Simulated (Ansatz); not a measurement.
Geometry optimisation, Ansatz, RKS B3LYP-D4/def2-mTZVP.

input.yaml

```yaml
crystal:
  periodic: [false, false, false]
  atoms:
    - { symbol: Li, position_ang: [-2.33899, -2.52559, -0.0936] }
    - { symbol: C, position_ang: [-1.0848, -1.17467, -0.04655] }
    - { symbol: C, position_ang: [-0.26263, -0.28405, -0.01485] }
    - { symbol: C, position_ang: [0.72869, 0.78795, 0.03022] }
    - { symbol: H, position_ang: [1.4831, 0.63753, -0.74341] }
    - { symbol: H, position_ang: [1.2248, 0.80441, 1.00185] }
    - { symbol: H, position_ang: [0.24982, 1.75442, -0.13367] }
basis:
  gaussian: { orbitals: def2-mTZVP }
hamiltonian:
  xc: b3lyp
  dispersion: d4
relax:
  f_tol: 0.02
  max_steps: 50
```

Run as:

```bash
$ ansatz run input.yaml --threads 2 --pin off --max-ram 3072MiB --backend cpu --events-out ev --progress --plain --runs-dir out
```

Task: Where does it end, and by what steps?

Result: The run converged. After 3 steps the energy has fallen by 0.020 eV; Li1 moved furthest, 0.05 Å.

```tsv
step	energy less start (eV)	largest force component (eV/Å)	accepted
0	0.0000	0.791	yes
1	-0.0190	0.163	yes
2	-0.0204	0.047	yes
3	-0.0205	0.012	yes
```

```xyz
7
Properties=species:S:1:pos:R:3
Li -2.374 -2.564 -0.096
C -1.093 -1.182 -0.046
C -0.263 -0.284 -0.013
C 0.728 0.786 0.030
H 1.495 0.656 -0.739
H 1.239 0.823 0.996
H 0.269 1.766 -0.132
```

Time of the run: 3.4 s on 2 threads of Intel(R) Xeon(R) 6975P-C (Granite Rapids) (shared host), peak memory 0.14 GiB.
